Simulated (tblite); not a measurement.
CH5NO2Si.
Geometry (GFN2-xTB, Å), atoms numbered from 1 in this order:
```xyz
10
CH5NO2Si angstrom
N     -1.691    0.233    0.799
C     -0.489    0.579    0.296
O     -0.249    1.727   -0.045
Si     0.889   -0.744    0.099
O      2.142    0.059   -0.527
H     -2.413    0.931    0.902
H     -1.890   -0.710    1.079
H      1.243   -1.285    1.410
H      0.445   -1.783   -0.828
H      2.023    0.997   -0.693
```

Calculated harmonic vibrations of the isolated species, GFN2-xTB (tblite), most abundant isotopes, no scaling. Against measured fundamentals such values can be off by several per cent, at times by over 20. Modes of hydrogen on silicon can be 10 to 20 % off. One conformer, not necessarily the lowest.

Harmonic wavenumbers (cm⁻¹): 55.2, 136.3, 298.4, 301.2, 329.4, 357.5, 433.8, 565.7, 589.5, 636.6, 640.0, 702.7, 790.8, 859.0, 931.6, 1034.3, 1291.4, 1459.6, 1691.6, 2259.9, 2284.8, 3421.6, 3543.8, 3573.0.

A = 7731, B = 2860, C = 2140 MHz; mass 91.009 u (most abundant isotopes); point group Cs, symmetry number 1.

Task: What is the zero-point energy?

Result: ½Σν̃ = 14094 cm⁻¹ = 40.30 kcal/mol.

Task: Give the ideal-gas entropy at 298.15 K and 1 bar in the rigid-rotor, harmonic-oscillator model (classical rotation).

Result: Translation 39.46, rotation 26.32, vibration 16.25: S = 82.0 cal/(mol K).

Task: And Cp and H(298.15 K) − H(0)?

Result: Cp = 26.96 cal/(mol K), of which vibrations give 19.01 (their classical limit is 24 R = 47.7); H(298.15 K) − H(0) = 5.09 kcal/mol without the zero-point energy, 2.72 from vibrations.

Task: Blend soft modes into free rotors: weight 1/[1 + (100 cm⁻¹/ν̃)⁴] for the oscillator and the rest for a rotor with moment μB/(μ + B), μ = h/(8π²ν), B = 10⁻⁴⁴ kg m². What vibrational entropy results?

Result: 15.12 cal/(mol K) in place of 16.25, which changes −T·S at 298.15 K by +0.34 kcal/mol.

Task: Which modes carry the vibrational entropy at 298.15 K?

Result: 55.2 cm⁻¹: 4.62; 136.3 cm⁻¹: 2.86; 298.4 cm⁻¹: 1.43; 301.2 cm⁻¹: 1.41; 329.4 cm⁻¹: 1.26; 357.5 cm⁻¹: 1.13 cal/(mol K); the other 18 give 3.54 together.

Hindered rotation and anharmonicity are outside this model. Other conformers, if any are populated, would add a mixing term that is left out.

Hardware: one thread, Arm Neoverse N1 (aarch64), no GPU, shared host with 64 logical CPUs at a one-minute load of 61. Cost: 0.31 s of wall time. The figure is for the frequency step alone.
